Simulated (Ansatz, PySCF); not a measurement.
C4H9O, SMILES CCC(C)=[OH+], charge +1. Atoms are numbered in the order given.

```xyz
14

C      1.8665    -0.4026    -0.1470
C      0.7851     0.3508     0.6604
C     -0.5321     0.1641     0.0295
C     -1.3487    -1.0316     0.2361
O     -1.0171     1.0413    -0.7541
H      2.8343    -0.2363     0.3447
H      1.6783    -1.4847    -0.1705
H      1.9374    -0.0309    -1.1787
H      1.0299     1.4240     0.7213
H      0.7444    -0.0553     1.6835
H     -0.7243    -1.9217     0.3940
H     -1.9025    -0.8673     1.1827
H     -2.0818    -1.1738    -0.5680
H     -0.4666     1.8437    -0.8382
```
Charge +1, spin multiplicity 1.

Coordinates come from a PBE0-D3(BJ)/def2-SVP optimisation. The isomer is the one that the SMILES or the coordinates give; other isomers of the formula were not compared. One conformer was computed; it need not be the lowest.

Two levels are set side by side: PBE-D3(BJ)/def2-SVP (Ansatz, an electronic-structure program) and PBE0-D3(BJ)/def2-SVP (Ansatz). Each level has its own optimised geometry; the coordinates shown are those of the second. Frequencies come from the Hessian of PySCF at each geometry. Differences are taken from unrounded values.

```json
[
 {"quantity": "mean bond length (Å)", "PBE0-D3(BJ)": "1.195", "PBE-D3(BJ)": "1.204", "PBE-D3(BJ) minus PBE0-D3(BJ)": "0.009"},
 {"quantity": "bond C1–C2 (Å)", "PBE0-D3(BJ)": "1.546", "PBE-D3(BJ)": "1.558", "PBE-D3(BJ) minus PBE0-D3(BJ)": "0.013"},
 {"quantity": "bond C2–C3 (Å)", "PBE0-D3(BJ)": "1.472", "PBE-D3(BJ)": "1.478", "PBE-D3(BJ) minus PBE0-D3(BJ)": "0.006"},
 {"quantity": "bond C3–C4 (Å)", "PBE0-D3(BJ)": "1.463", "PBE-D3(BJ)": "1.469", "PBE-D3(BJ) minus PBE0-D3(BJ)": "0.006"},
 {"quantity": "bond C3–O5 (Å)", "PBE0-D3(BJ)": "1.272", "PBE-D3(BJ)": "1.289", "PBE-D3(BJ) minus PBE0-D3(BJ)": "0.017"},
 {"quantity": "bond C1–H6 (Å)", "PBE0-D3(BJ)": "1.098", "PBE-D3(BJ)": "1.106", "PBE-D3(BJ) minus PBE0-D3(BJ)": "0.008"},
 {"quantity": "bond C1–H7 (Å)", "PBE0-D3(BJ)": "1.099", "PBE-D3(BJ)": "1.106", "PBE-D3(BJ) minus PBE0-D3(BJ)": "0.008"},
 {"quantity": "bond C1–H8 (Å)", "PBE0-D3(BJ)": "1.099", "PBE-D3(BJ)": "1.107", "PBE-D3(BJ) minus PBE0-D3(BJ)": "0.008"},
 {"quantity": "bond C2–H9 (Å)", "PBE0-D3(BJ)": "1.102", "PBE-D3(BJ)": "1.111", "PBE-D3(BJ) minus PBE0-D3(BJ)": "0.008"},
 {"quantity": "bond C2–H10 (Å)", "PBE0-D3(BJ)": "1.102", "PBE-D3(BJ)": "1.110", "PBE-D3(BJ) minus PBE0-D3(BJ)": "0.008"},
 {"quantity": "bond C4–H11 (Å)", "PBE0-D3(BJ)": "1.099", "PBE-D3(BJ)": "1.108", "PBE-D3(BJ) minus PBE0-D3(BJ)": "0.009"},
 {"quantity": "bond C4–H12 (Å)", "PBE0-D3(BJ)": "1.109", "PBE-D3(BJ)": "1.118", "PBE-D3(BJ) minus PBE0-D3(BJ)": "0.009"},
 {"quantity": "bond C4–H13 (Å)", "PBE0-D3(BJ)": "1.097", "PBE-D3(BJ)": "1.105", "PBE-D3(BJ) minus PBE0-D3(BJ)": "0.008"},
 {"quantity": "bond O5–H14 (Å)", "PBE0-D3(BJ)": "0.977", "PBE-D3(BJ)": "0.989", "PBE-D3(BJ) minus PBE0-D3(BJ)": "0.012"},
 {"quantity": "highest harmonic wavenumber (cm⁻¹)", "PBE0-D3(BJ)": "3710", "PBE-D3(BJ)": "3538", "PBE-D3(BJ) minus PBE0-D3(BJ)": "-172"},
 {"quantity": "mean harmonic wavenumber (cm⁻¹)", "PBE0-D3(BJ)": "1532", "PBE-D3(BJ)": "1481", "PBE-D3(BJ) minus PBE0-D3(BJ)": "-51"},
 {"quantity": "zero-point energy (kcal/mol)", "PBE0-D3(BJ)": "78.86", "PBE-D3(BJ)": "76.23", "PBE-D3(BJ) minus PBE0-D3(BJ)": "-2.64"}
]
```

Exact exchange shortens and stiffens bonds; PBE has none. Differences between two approximate levels are no errors against the true value.
